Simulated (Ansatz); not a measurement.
Input file for C3H6ClNSn, SMILES `[CH3][Sn]([CH3])([Cl])[C]#N`:

```yaml
crystal:
  periodic: [false, false, false]
  atoms:
    - {symbol: C, position_ang: [-1.439282, -0.618818, 1.180557]}
    - {symbol: Sn, position_ang: [-0.186163, 0.031114, -0.399697]}
    - {symbol: C, position_ang: [1.882279, -0.428666, -0.391645]}
    - {symbol: Cl, position_ang: [-1.084221, -0.770669, -2.393696]}
    - {symbol: C, position_ang: [-0.376827, 2.140188, -0.547515]}
    - {symbol: N, position_ang: [-0.453740, 3.290071, -0.570971]}
    - {symbol: H, position_ang: [-1.407769, -1.705661, 1.247063]}
    - {symbol: H, position_ang: [-2.458293, -0.295293, 0.972770]}
    - {symbol: H, position_ang: [-1.101898, -0.182269, 2.120709]}
    - {symbol: H, position_ang: [2.333499, -0.020390, -1.294934]}
    - {symbol: H, position_ang: [2.015123, -1.509719, -0.373772]}
    - {symbol: H, position_ang: [2.354192, 0.015010, 0.485134]}
basis:
  gaussian: {orbitals: def2-SVP}
correlation: {method: ccsd_t}
```

```sh
$ ansatz run in.yaml --threads 2 --pin off --events-out ev --progress --plain --max-ram 32768MiB --backend cuda --devices 0, --max-vram 18GiB
```

Output of Ansatz, abridged:

```
Functional definition: HF
1394 factors; integrals over basis functions are off by at most 1.2e-3 eV
mean field evaluation 1: about -22966.5750 eV, gradient 3.9e1 eV
mean field evaluation 2: about -22966.5904 eV, gradient 3.9e1 eV
mean field evaluation 4: about -22970.7306 eV, gradient 5.7e0 eV
mean field evaluation 8: about -22970.8342 eV, gradient 3.0e-1 eV
mean field evaluation 16: about -22970.8068 eV, gradient 2.0e0 eV
mean field -22970.83458557 eV, -844.1626008289 hartree, gradient 2.4e-6 eV, S^2 0.000000; 0 other end points of the search recorded, 0 dependent functions left out
13 core orbitals not correlated: weight in the atoms' cores, before any rotation towards them, 1.000 or more for the frozen orbitals, at most 0.000 for the correlated occupied ones
reference -22970.83458557 eV, -844.1626008289 hartree; 22, 22 occupied and 95, 95 virtual orbitals, 1394 factors
second order -21.89866511 eV of doubles, -0.00000000 eV of singles
cycle   1  -22.55789976 eV  change   -6.6e-1 eV  update   1.1e-1
cycle   2  -23.19997272 eV  change   -6.4e-1 eV  update   3.4e-2
cycle   3  -23.33385745 eV  change   -1.3e-1 eV  update   1.5e-2
cycle   4  -23.33979591 eV  change   -5.9e-3 eV  update   4.3e-3
cycle   5  -23.34303084 eV  change   -3.2e-3 eV  update   1.7e-3
cycle   6  -23.34307998 eV  change   -4.9e-5 eV  update   4.6e-4
cycle   7  -23.34322251 eV  change   -1.4e-4 eV  update   1.5e-4
cycle   8  -23.34334552 eV  change   -1.2e-4 eV  update   4.2e-5
cycle   9  -23.34333917 eV  change    6.3e-6 eV  update   1.4e-5
perturbative correction -0.78511594 eV, -0.0288524787 hartree
Total energy: -22994.96304069 eV, -845.0493051995 hartree
```

Run time 5.5 s (2 threads of an AMD EPYC 7R13 on a shared host and a share of an NVIDIA H100 80 GB); peak host memory 0.78 GiB.

MP2 recovers 90.8 % of the CCSD(T) correlation energy and the triples give 3.3 %; T1 = 0.0101.
